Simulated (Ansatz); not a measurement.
Born–Oppenheimer molecular dynamics of a periodic cell of 36 atoms, H₄CO (contents 6 CH3OH, density as packed 0.79 g/cm³ with natural masses). It starts from a partly relaxed structure (largest force component 0.60 eV/Å).

The calculation used Ansatz 0.2.0, DFT PBE-D3(BJ), scalar-relativistic, plane waves, PAW. Settings: accuracy low, cutoff 420 eV, k mesh 1x1x1, fermi-dirac smearing 0.05 eV, no spin polarisation.

* ensemble: NVT, Langevin thermostat
* time step: 0.5 fs
* steps asked: 300
* set temperature: 1000 K
* friction: 0.02 /fs
* seed: 821458

Frames 10 fs apart, positions in Å, forces in eV/Å.

Velocities at 75.0 fs (Å/ps):

```
C -6.27 22.12 7.92
O 10.82 6.51 -12.61
H -63.25 -15.12 -27.25
H 15.83 22.57 10.56
H 5.97 15.91 5.57
H -18.34 -3.93 -5.35
C -1.64 -1.45 2.36
O -9.45 -0.97 7.19
H 23.60 10.58 -11.55
H -12.90 -5.79 15.94
H -28.20 -19.82 -11.17
H 28.88 43.10 -14.44
C 2.33 1.53 -8.13
O 2.34 1.23 2.81
H 5.79 -4.98 16.06
H 16.56 35.97 -23.67
H 10.02 3.21 14.51
H 16.73 -83.58 35.77
C 6.21 -5.54 -5.32
O -5.66 -3.71 18.35
H -4.26 -8.56 -11.53
H -54.72 11.84 27.25
H 24.53 42.21 -3.56
H 30.10 28.60 38.90
C 10.98 3.84 15.68
O -0.69 16.96 4.03
H 7.39 -2.73 13.85
H -40.63 -9.67 -5.51
H 55.27 -34.13 -26.05
H -24.66 -6.87 -26.59
C 2.36 2.93 16.19
O 25.34 4.86 -1.16
H 10.80 -2.40 47.72
H 8.20 -5.07 -7.11
H 64.10 -3.38 26.12
H -2.68 22.89 10.71
```

```xyz
36
Lattice="7.3803 0.0000 0.0000 0.0000 7.3803 0.0000 0.0000 0.0000 7.3803" Properties=species:S:1:pos:R:3:forces:R:3 time_fs=75.0 energy_less_start_eV=4.084 T=1071
C 3.491 2.978 4.515 0.87 -2.31 0.15
O 3.800 3.151 5.889 -1.39 0.94 1.29
H 4.433 2.659 4.050 0.37 -1.30 0.38
H 2.901 3.312 6.349 1.34 -0.40 -0.98
H 2.704 2.104 4.445 0.98 2.32 -0.78
H 3.627 3.886 3.942 -2.02 1.08 -0.28
C 0.598 4.260 4.898 1.17 1.60 2.22
O 0.825 3.080 5.720 -0.70 0.86 -0.68
H 0.361 4.171 3.874 -0.13 -1.46 -1.52
H 0.594 3.352 6.657 0.53 -0.52 -0.92
H -0.376 4.756 5.275 1.73 0.21 -0.06
H 1.662 4.865 4.838 -2.71 -0.51 0.57
C 5.138 3.948 1.599 2.70 -0.41 0.90
O 4.186 2.918 1.627 -1.76 -1.27 0.06
H 6.093 3.488 2.000 -0.42 0.58 0.12
H 4.535 2.094 1.128 -0.35 1.69 0.71
H 5.363 4.012 0.562 0.33 1.47 -1.15
H 5.008 4.954 2.183 -0.74 -1.95 -1.10
C 1.140 2.000 1.614 -2.95 -4.22 3.82
O 1.450 2.952 0.803 1.57 4.69 -3.02
H 0.457 1.271 1.052 0.37 0.67 1.11
H 2.382 3.224 0.920 0.22 0.04 0.32
H 1.976 1.423 1.964 0.99 -0.70 0.06
H 0.686 2.342 2.637 0.03 -0.46 -1.50
C 5.121 -0.091 1.590 0.22 1.45 -1.65
O 5.703 0.790 2.523 -0.18 0.61 1.57
H 5.882 -0.726 0.984 -1.07 1.33 1.08
H 4.999 1.377 2.996 1.32 -1.46 -1.27
H 4.331 -0.694 1.970 -0.66 -1.10 0.82
H 4.513 0.572 0.901 0.47 -0.76 -0.57
C 4.410 7.444 5.266 0.22 2.55 3.18
O 4.486 6.383 6.274 -0.16 -0.60 -1.79
H 3.827 8.351 5.860 1.13 -2.18 -1.58
H 4.478 5.479 5.841 -0.02 0.95 0.39
H 5.410 7.912 5.032 -0.43 -0.68 0.44
H 3.989 7.253 4.298 -0.85 -0.76 -0.36
36
Lattice="7.3803 0.0000 0.0000 0.0000 7.3803 0.0000 0.0000 0.0000 7.3803" Properties=species:S:1:pos:R:3:forces:R:3 time_fs=85.0 energy_less_start_eV=2.995 T=981
C 3.469 3.147 4.510 -4.73 0.26 0.38
O 3.893 3.253 5.830 -0.51 0.49 2.29
H 4.095 2.525 3.952 1.51 -0.20 -0.99
H 3.108 3.322 6.491 1.16 -0.24 -1.68
H 2.426 2.629 4.428 1.52 0.04 0.46
H 3.075 4.114 4.097 1.40 -0.14 -0.29
C 0.617 4.276 4.916 -0.59 1.98 3.74
O 0.757 3.132 5.771 -0.19 0.06 0.21
H 0.592 3.842 3.981 0.26 -0.35 -2.48
H 0.629 3.232 6.764 0.40 0.57 -1.14
H -0.358 4.833 5.086 0.54 -0.59 -0.14
H 1.411 5.112 5.092 -0.75 -1.35 -0.49
C 5.231 3.902 1.556 -0.64 1.97 2.25
O 4.180 2.895 1.670 1.48 -0.25 -2.80
H 6.159 3.447 2.007 -0.42 0.53 -0.68
H 4.638 2.334 0.968 -1.63 -0.32 0.90
H 5.359 4.386 0.525 -0.21 -0.87 1.21
H 4.821 4.694 2.306 1.16 -0.79 -1.26
C 1.187 1.870 1.740 -0.68 -0.13 -0.95
O 1.445 3.021 0.862 -1.78 -1.24 0.07
H 0.477 1.069 1.277 1.18 1.64 0.54
H 2.213 3.411 1.251 1.42 0.68 0.39
H 2.159 1.470 1.959 0.50 -0.79 0.12
H 0.798 2.268 2.672 -0.55 -0.28 0.30
C 5.118 -0.009 1.667 3.55 -3.82 0.59
O 5.688 0.879 2.583 -2.95 1.56 1.41
H 6.053 -0.507 1.135 -1.86 0.74 0.64
H 4.801 1.277 2.978 2.84 -0.45 -0.65
H 4.614 -0.872 2.208 0.12 0.72 -0.57
H 4.495 0.358 0.919 -1.35 1.09 -1.40
C 4.508 7.553 5.445 0.34 0.84 2.30
O 4.714 6.412 6.249 -0.23 -1.21 1.00
H 4.004 8.358 6.132 0.82 -1.21 -1.22
H 4.739 5.524 5.827 -0.24 0.68 -0.37
H 5.501 7.893 5.151 0.01 0.59 -0.45
H 3.880 7.362 4.618 -0.92 -0.19 -1.24
36
Lattice="7.3803 0.0000 0.0000 0.0000 7.3803 0.0000 0.0000 0.0000 7.3803" Properties=species:S:1:pos:R:3:forces:R:3 time_fs=95.0 energy_less_start_eV=3.627 T=860
C 3.390 3.262 4.487 -1.56 1.96 2.22
O 3.961 3.392 5.825 -1.89 -0.70 1.35
H 4.104 2.834 3.867 1.27 -1.19 -1.04
H 3.154 3.257 6.474 1.90 0.48 -1.48
H 2.413 2.657 4.611 1.42 1.11 -0.81
H 3.331 4.368 4.128 -0.77 -1.60 0.04
C 0.566 4.256 4.938 -1.25 -0.70 -2.34
O 0.701 3.171 5.781 -0.47 -0.06 1.79
H 0.953 3.891 3.964 -0.17 0.36 0.06
H 0.605 3.419 6.760 0.33 -0.44 -1.29
H -0.456 4.634 4.681 -0.12 -0.50 0.58
H 1.120 5.119 5.154 1.24 1.47 0.86
C 5.281 3.917 1.625 -1.76 0.47 -3.24
O 4.170 2.877 1.606 0.24 1.94 1.15
H 6.300 3.491 1.708 -0.44 0.01 0.59
H 4.257 2.086 1.055 0.93 0.31 -0.62
H 5.232 4.420 0.532 0.20 -0.84 2.26
H 4.930 4.733 2.346 0.72 -1.42 -0.60
C 1.291 1.728 1.883 -3.26 0.33 -4.42
O 1.397 3.065 0.899 -1.39 -3.70 1.74
H 0.533 0.981 1.345 1.55 1.71 0.67
H 2.095 3.461 1.387 1.73 1.22 0.66
H 2.196 1.204 1.977 1.55 -0.10 0.28
H 0.750 2.023 2.736 -0.18 0.53 1.39
C 5.186 -0.042 1.746 0.39 0.17 1.42
O 5.660 0.947 2.639 0.20 1.44 1.60
H 6.087 -0.247 1.061 -1.56 -0.71 0.95
H 5.012 1.710 2.899 0.94 -2.06 -1.21
H 4.602 -0.858 2.357 1.42 0.64 -1.28
H 4.422 0.422 1.176 -1.14 0.17 -1.42
C 4.547 7.703 5.588 0.25 -1.77 0.61
O 4.893 6.422 6.266 -0.13 1.20 -0.50
H 4.112 8.410 6.274 0.24 0.19 0.88
H 5.031 5.706 5.609 -0.22 0.48 0.16
H 5.333 8.156 5.014 0.97 0.15 0.05
H 3.763 7.542 4.896 -1.19 -0.53 -1.07
36
Lattice="7.3803 0.0000 0.0000 0.0000 7.3803 0.0000 0.0000 0.0000 7.3803" Properties=species:S:1:pos:R:3:forces:R:3 time_fs=105.0 energy_less_start_eV=3.376 T=951
C 3.428 3.304 4.486 -2.18 1.26 -0.68
O 3.987 3.546 5.791 -1.63 -0.45 -0.15
H 4.124 2.921 3.785 1.31 -0.30 -0.14
H 3.198 3.443 6.413 1.10 0.20 -0.77
H 2.563 2.569 4.436 0.83 0.64 0.69
H 2.966 4.276 3.931 1.21 -1.50 1.36
C 0.517 4.264 4.866 -0.26 -3.86 -1.67
O 0.687 3.201 5.812 0.82 0.01 1.00
H 1.266 4.216 3.993 -1.39 -0.60 0.70
H 0.839 3.526 6.772 -0.31 -0.70 -1.62
H -0.527 4.155 4.547 0.01 0.86 -0.31
H 0.847 5.093 5.306 0.37 4.24 1.85
C 5.271 3.922 1.635 -0.82 1.09 -1.90
O 4.181 2.974 1.573 0.58 -0.40 -0.10
H 6.246 3.566 1.920 0.73 -1.19 -0.42
H 4.483 2.313 0.928 -0.28 -0.15 -0.44
H 5.283 4.449 0.578 0.24 -0.36 2.27
H 5.034 4.486 2.524 -0.42 1.15 -0.08
C 1.339 1.707 1.879 0.63 0.51 -3.83
O 1.339 2.983 1.037 -1.42 -1.66 0.43
H 0.720 0.982 1.238 0.33 1.04 1.53
H 1.996 3.558 1.396 1.23 0.65 0.71
H 2.368 1.351 1.827 0.17 -0.25 0.16
H 1.118 1.959 2.881 -1.05 -0.10 1.11
C 5.143 -0.002 1.875 -0.36 -2.65 -0.70
O 5.674 1.058 2.703 -2.50 -0.39 -1.13
H 5.747 -0.322 1.019 1.09 0.54 0.09
H 4.875 1.705 2.589 1.85 -0.69 0.69
H 4.936 -1.121 2.278 0.25 2.62 0.35
H 4.226 0.202 1.263 -0.07 0.55 0.94
C 4.559 7.682 5.728 0.68 0.18 -2.78
O 5.049 6.500 6.224 0.22 -2.70 -0.27
H 4.404 8.257 6.551 -1.01 2.14 2.48
H 5.019 5.851 5.484 0.17 0.08 0.77
H 5.362 8.193 5.166 -0.40 0.15 -0.36
H 3.636 7.593 5.111 0.25 0.03 0.23
36
Lattice="7.3803 0.0000 0.0000 0.0000 7.3803 0.0000 0.0000 0.0000 7.3803" Properties=species:S:1:pos:R:3:forces:R:3 time_fs=115.0 energy_less_start_eV=4.088 T=838
C 3.426 3.316 4.484 -0.80 1.24 1.02
O 3.972 3.711 5.742 -0.57 0.95 1.91
H 4.292 2.982 3.982 0.75 -0.37 -1.02
H 3.234 3.802 6.432 1.18 -0.13 -1.34
H 2.773 2.495 4.760 -0.68 -0.25 -0.99
H 2.908 4.209 3.956 0.90 -1.49 0.53
C 0.517 4.272 4.831 -1.42 -2.07 -2.53
O 0.686 3.189 5.777 0.16 0.53 -0.87
H 1.240 4.194 3.860 -1.50 0.73 2.51
H 1.107 3.512 6.603 -0.48 -0.12 -0.16
H -0.534 4.259 4.341 1.04 -1.19 0.35
H 0.246 5.155 5.331 1.21 2.15 0.86
C 5.258 3.961 1.657 0.09 0.14 -1.66
O 4.179 3.047 1.567 -2.11 0.45 -0.44
H 6.026 3.264 1.856 2.19 0.27 0.71
H 4.386 2.445 0.833 0.02 0.02 -0.12
H 5.449 4.562 0.762 0.04 -0.60 -0.86
H 5.070 4.790 2.287 -0.37 0.21 1.86
C 1.402 1.708 1.764 -1.17 -4.05 1.51
O 1.238 2.923 1.222 -0.50 2.89 -1.04
H 0.631 1.011 1.321 1.08 0.20 -0.39
H 2.063 3.341 1.476 0.73 1.07 -0.02
H 2.485 1.398 1.606 -1.32 -0.45 0.59
H 0.978 1.604 2.833 1.27 0.49 -0.61
C 5.081 0.036 1.950 -1.61 -0.52 5.09
O 5.664 1.108 2.684 -0.39 2.63 0.83
H 5.775 -0.054 1.161 -0.02 -1.15 -1.56
H 5.042 1.900 2.842 0.78 -1.85 -0.70
H 5.171 -0.776 2.883 -0.31 0.71 -2.94
H 3.932 0.173 1.834 1.82 -0.26 -0.64
C 4.556 7.755 5.879 -0.42 -2.31 -4.94
O 5.183 6.490 6.197 -0.64 0.55 -0.49
H 4.473 8.333 6.674 -0.38 2.36 4.33
H 4.897 5.852 5.509 0.11 0.06 0.51
H 5.158 8.380 5.168 -0.19 -0.68 0.11
H 3.486 7.665 5.429 1.47 -0.17 0.60
36
Lattice="7.3803 0.0000 0.0000 0.0000 7.3803 0.0000 0.0000 0.0000 7.3803" Properties=species:S:1:pos:R:3:forces:R:3 time_fs=125.0 energy_less_start_eV=3.281 T=814
C 3.427 3.323 4.515 1.07 1.10 -0.97
O 3.974 3.852 5.773 -1.45 -0.19 -0.08
H 4.307 3.049 3.878 -0.58 -0.12 0.92
H 3.194 4.120 6.343 1.00 -0.34 -0.79
H 2.702 2.504 4.606 0.28 0.03 0.30
H 2.953 4.130 3.879 0.34 -0.48 0.82
C 0.450 4.255 4.868 0.54 1.55 -2.15
O 0.686 3.205 5.761 0.41 -0.36 -0.21
H 1.274 4.409 3.961 -1.81 -0.68 1.99
H 1.124 3.514 6.560 -0.02 0.04 0.67
H -0.497 3.937 4.336 0.64 0.96 0.48
H 0.449 5.306 5.352 -0.61 -1.44 -0.50
C 5.290 4.078 1.638 0.64 -3.70 -0.25
O 4.153 3.083 1.565 0.42 2.05 2.06
H 6.293 3.659 1.954 -0.86 -0.76 -0.07
H 4.101 2.577 0.768 0.77 -0.37 -1.39
H 5.518 4.353 0.652 -0.15 1.50 -1.39
H 5.105 4.747 2.423 -1.01 1.41 0.54
C 1.443 1.581 1.708 -0.01 -0.17 0.69
O 1.226 3.019 1.409 0.45 -1.35 -0.03
H 0.841 1.035 0.954 -0.23 0.03 0.81
H 2.119 3.377 1.488 0.65 0.49 0.26
H 2.499 1.173 1.549 -0.90 1.04 0.14
H 1.190 1.378 2.832 0.02 0.15 -1.94
C 5.085 0.082 2.133 -2.06 -2.67 -0.86
O 5.718 1.177 2.671 0.77 -0.22 0.52
H 5.435 -0.225 1.170 1.36 0.28 -1.00
H 5.087 1.851 2.956 -0.32 -0.16 -0.24
H 5.135 -0.966 2.628 0.07 1.88 0.53
H 3.995 0.133 1.784 0.62 0.69 1.15
C 4.494 7.810 5.972 -0.69 -2.45 -3.97
O 5.270 6.580 6.178 -0.01 1.48 0.85
H 4.475 8.261 6.884 0.20 1.65 2.70
H 4.973 5.783 5.747 -0.88 -0.54 -0.67
H 5.111 8.406 5.192 -1.47 -0.54 1.02
H 3.298 7.647 5.716 2.82 0.21 0.07
```

Of the whole run (150 fs, mean temperature of the second half 903 K): A run of 0.15 ps of so small a system gives no equilibrium averages. Limits of this set-up: coarse k mesh, low accuracy level.

Time of the run: 12 min on 1 thread of Intel(R) Xeon(R) Platinum 8259CL CPU @ 2.50GHz (Skylake/Cascade Lake) (shared host), peak memory 0.48 GiB.
